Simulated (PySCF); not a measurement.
A structure optimised at PBE-D3(BJ)/def2-SVP, used in a PySCF frequency run:

```xyz
7

O     -0.5340    -1.9440    -0.7241
Sn     0.1178    -0.2180     0.0086
O      1.9212    -0.5396     0.7945
Cl     0.3111     1.4628    -1.6361
Cl    -1.4640     0.4694     1.5954
H      0.2183    -2.3951    -1.1596
H      2.3955     0.3144     0.8607
```

Write its SMILES and formula.

[OH][Sn]([OH])([Cl])[Cl], Cl2H2O2Sn

What are its rotational constants (standard atomic weights)?

1.9664, 1.4476, 1.1838 GHz
